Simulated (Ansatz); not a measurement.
Species: CH5Al, SMILES `[CH3][AlH2]` (charge 0, multiplicity 1), formula CH₅Al.

Task: How many basis functions does frozen-core CCSD(T)/cc-pVQZ // M06-2X/def2-TZVP (Ansatz, a program for electronic structure) use, how many core orbitals are frozen, and how many electrons are correlated?

Result: 264 basis functions and 6 frozen orbitals, which leaves 12 correlated electrons. Core time is of the order of minutes.
